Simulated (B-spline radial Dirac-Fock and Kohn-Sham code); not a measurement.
## Eu⁴⁺: non-radiative channels of the 4p3/2 vacancy

System: Eu⁴⁺, configuration [Xe] 4f5.

Input of the calculation (task.json; shells as n, l, electrons):

```json
{"items": [{
  "Z": 63,
  "q": 4,
  "cfg": [[1, 0, 2], [2, 0, 2], [2, 1, 6], [3, 0, 2], [3, 1, 6], [3, 2, 10], [4, 0, 2], [4, 1, 6], [4, 2, 10], [4, 3, 5], [5, 0, 2], [5, 1, 6]],
  "A": 153,
  "rrms": 5.1115,
  "do": ["binding", "quiet", "decay"],
  "holes": ["K", "L1", "L2", "L3", "M1", "M2", "M3", "M4", "M5", "N1", "N2", "N3", "N4", "N5"]
}]}
```

Command: `python xray_run.py task.json out`

Model: independent-particle rates on relativistic LDA orbitals of the hole state (multipoles up to L = 3, Coulomb Auger matrix elements, transition energies from Dirac-Fock). Program: a radial finite-basis atomic code. Kinetic energies are configuration averages from the vacuum level; the two-hole energies are estimated from single-hole states.

| transition | kinetic energy (eV) | width (meV) | share (%) |
| --- | --- | --- | --- |
| N3-N4O1 | 7.16 | 131 | 2.2 |
| N3-N5O1 | 12.46 | 672 | 11.1 |
| N3-N4O2 | 32.78 | 99.8 | 1.6 |
| N3-N4O3 | 37.87 | 386 | 6.4 |
| N3-N5O2 | 37.90 | 661 | 10.9 |
| N3-N4N7 | 41.00 | 252 | 4.2 |
| N3-N4N6 | 41.24 | 81.2 | 1.3 |
| N3-N5O3 | 43.23 | 1030 | 17.0 |
| N3-N5N6 | 45.69 | 1090 | 18.0 |
| N3-N5N7 | 47.06 | 1130 | 18.7 |
| N3-O1O3 | 146.4 | 30.1 | 0.5 |
| N3-N7O1 | 152.7 | 35.7 | 0.6 |
| N3-O2O3 | 170.3 | 30.2 | 0.5 |
| N3-O3O3 | 175.0 | 43.3 | 0.7 |
| N3-N7O2 | 178.1 | 32.2 | 0.5 |
| N3-N6O3 | 182.6 | 122 | 2.0 |
| N3-N7O3 | 183.3 | 150 | 2.5 |
| N3-N6N7 | 186.4 | 31.5 | 0.5 |

Coster-Kronig rates are the weakest part of this model and often come out 1.5 to 2.5 times too large. Super-Coster-Kronig decay this fast strains the one-particle picture, and such widths tend to come out too large. The listed channels hold 99 % of the non-radiative rate. Summed by principal shells, of 6.05 eV in all: NNO 55.2 %, NNN 43.0 %, NOO 1.7 %.
